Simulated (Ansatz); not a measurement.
Geometry optimisation, RKS PBE/def2-SVP (Ansatz).

Input file:

```yaml
crystal:
  periodic: [false, false, false]
  atoms:
    - { symbol: "N", position_ang: [-0.5316, 0.6487, -0.6388] }
    - { symbol: C, position_ang: [0.3694, 0.3113, 0.3823] }
    - { symbol: Te, position_ang: [0.71945, 2.0409, 1.60407] }
    - { symbol: H, position_ang: [-0.6008, -0.1014, -1.3139] }
    - { symbol: H, position_ang: [-0.1573, 1.4723, -1.2148] }
    - { symbol: H, position_ang: [1.34599, -0.04337, -0.05109] }
    - { symbol: H, position_ang: [-0.06171, -0.53086, 1.00871] }
    - { symbol: H, position_ang: [-0.93818, 2.03315, 2.0665] }
basis:
  gaussian: { orbitals: def2-SVP }
hamiltonian:
  xc: pbe
relax:
  f_tol: 0.015
  max_steps: 40
```

Launched with:

```bash
$ ansatz run input.yaml --threads 1 --pin off --max-ram 2048MiB --backend cpu --events-out ev --progress --plain --runs-dir out
```

Task: Where does it end, and by what steps?

Result: It converged. After 11 steps the energy has fallen by 0.237 eV; H4 moved furthest, 0.27 Å.

| step | energy less start (eV) | largest force component (eV/Å) | accepted |
| --- | --- | --- | --- |
| 0 | 0.0000 | 2.232 | yes |
| 1 | -0.1823 | 0.862 | yes |
| 2 | -0.2164 | 0.289 | yes |
| 3 | -0.2272 | 0.180 | yes |
| 4 | -0.2297 | 0.191 | yes |
| 5 | -0.2361 | 0.125 | yes |
| 6 | -0.2366 | 0.141 | yes |
| 7 | -0.2372 | 0.042 | yes |
| 8 | -0.2372 | 0.041 | yes |
| 9 | -0.2374 | 0.025 | yes |
| 10 | -0.2374 | 0.020 | yes |
| 11 | -0.2374 | 0.007 | yes |

```xyz
8
Properties=species:S:1:pos:R:3
N -0.511 0.694 -0.723
C 0.394 0.329 0.327
Te 0.704 1.975 1.792
H -0.850 -0.133 -1.230
H -0.080 1.335 -1.398
H 1.446 0.077 0.049
H -0.015 -0.519 0.908
H -0.942 2.074 2.118
```

Whether the end is a true minimum wasn't checked by a vibrational analysis.

The run took 35 s on 1 thread of Intel(R) Xeon(R) Processor @ 2.70GHz, on a shared host, peak memory 0.13 GiB.
